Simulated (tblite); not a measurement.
Compound: C9H6FP.
Numbering: `[F:1][c:2]1[p:3][cH:4][cH:5][c:6]2[cH:7][cH:8][cH:9][cH:10][c:11]12` (hydrogens: H12 on C4; H13 on C5; H14 on C7; H15 on C8; H16 on C9; H17 on C10)

A start from a force field or distance geometry was refined with GFN2-xTB geometry optimisation, gas phase (tblite 0.8.0). Values at the start:

```
coordinate    start
     F1–C2  1.337 Å
     C2–P3  1.847 Å
    C2–C11  1.402 Å
     P3–C4  1.816 Å
     C4–C5  1.398 Å
    C4–H12  1.086 Å
    C5–H13  1.089 Å
     C6–C7  1.398 Å
     C7–C8  1.391 Å
    C7–H14  1.093 Å
     C8–C9  1.379 Å
    C8–H15  1.091 Å
    C9–C10  1.391 Å
    C9–H16  1.097 Å
   C10–C11  1.409 Å
   C10–H17  1.092 Å
 F1–C2–C11   119.1°
 C2–C11–C6   123.5°
C2–C11–C10   118.3°
 P3–C2–C11   125.0°
  P3–C4–C5   123.9°
  C4–C5–C6   126.1°
  C5–C6–C7   118.4°
 C5–C6–C11   122.5°
```

Problem. How do these coordinates change at the GFN2-xTB level?

Solution. 
```csv
coordinate,GFN2-xTB (Å or °),change
C2–P3,1.719,-0.128
P3–C4,1.756,-0.060
C4–C5,1.360,-0.038
C9–C10,1.366,-0.025
C7–C8,1.367,-0.024
C8–C9,1.402,+0.023
F1–C2,1.359,+0.022
C9–H16,1.080,-0.017
C10–H17,1.079,-0.013
C7–H14,1.081,-0.012
C6–C7,1.410,+0.012
C8–H15,1.080,-0.011
C2–C11,1.408,+0.006
C5–H13,1.083,-0.006
C10–C11,1.414,+0.005
C4–H12,1.082,-0.004
P3–C2–C11,129.1,+4.1
C2–C11–C6,120.4,-3.1
F1–C2–C11,116.2,-2.9
C2–C11–C10,120.6,+2.3
P3–C4–C5,126.2,+2.3
C5–C6–C7,120.2,+1.8
C4–C5–C6,124.7,-1.4
C5–C6–C11,121.4,-1.1
```

The energy falls by 0.374 eV over 19 L-BFGS steps, the largest force on an atom goes from 3.17 to 0.009 eV/Å, and the atoms move by 0.046 Å rms after alignment. The bond that changes most is C2–P3 (ends: aromatic C–F carbon; phosphorus bonded to 2 C), which shortens by 0.128 Å. Bonds longer at the end by more than 0.005 Å: 4 of 18; shorter: 10. Rotational constants go from 1737, 862.6, 576.4 to 1802, 878.4, 590.6 MHz.

Its GFN2-xTB frequencies are all real (lowest 105 cm⁻¹).

These are computed values.
